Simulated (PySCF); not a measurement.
Si(H)2(OH)(SMe) (CH6OSSi), SMILES CS[SiH2]O. Atoms are numbered in the order given.

```xyz
10

Si     0.7923    -0.3996    -0.5447
O      2.1913    -0.3193     0.3487
S     -0.7128     0.7846     0.4057
C     -2.1947    -0.1881    -0.0209
H      0.2243    -1.7782    -0.6439
H      1.1655     0.0852    -1.8964
H      2.0985    -0.4653     1.2964
H     -2.3996    -0.1592    -1.1004
H     -2.0970    -1.2323     0.3086
H     -3.0401     0.2737     0.5071
```
Charge 0, spin multiplicity 1.

Geometry optimised at ωB97X-D3(BJ)/def2-SVP. The structure was generated by enumeration, and PubChem lists no compound with its InChIKey, so it may never have been made. Other conformers were not sampled.

All values below come from PBE/pcSseg-1 in PySCF.

GIAO shieldings, no solvent; atoms alike by connectivity are averaged. δ = σ(ref) − σ: ²⁹Si against TMS (σ = 335.4 ppm); ¹⁷O against H2O (σ = 334.3 ppm); ³³S against H2S (σ = 706.5 ppm); ¹³C against TMS (σ = 182.0 ppm); ¹H against TMS (σ = 31.49 ppm), references at their B3LYP-D3(BJ)/def2-TZVP geometries, non-relativistic.

Computed chemical shifts:
```json
[
 {"nucleus": "²⁹Si", "atoms": "Si1", "count": "1", "δ (ppm)": "5.5"},
 {"nucleus": "¹⁷O", "atoms": "O2", "count": "1", "δ (ppm)": "53.0"},
 {"nucleus": "³³S", "atoms": "S3", "count": "1", "δ (ppm)": "56.5"},
 {"nucleus": "¹³C", "atoms": "C4", "count": "1", "δ (ppm)": "16.4"},
 {"nucleus": "¹H", "atoms": "H5, H6", "count": "2", "δ (ppm)": "5.85"},
 {"nucleus": "¹H", "atoms": "H8, H9, H10", "count": "3", "δ (ppm)": "2.10"},
 {"nucleus": "¹H", "atoms": "H7", "count": "1", "δ (ppm)": "1.29"}
]
```
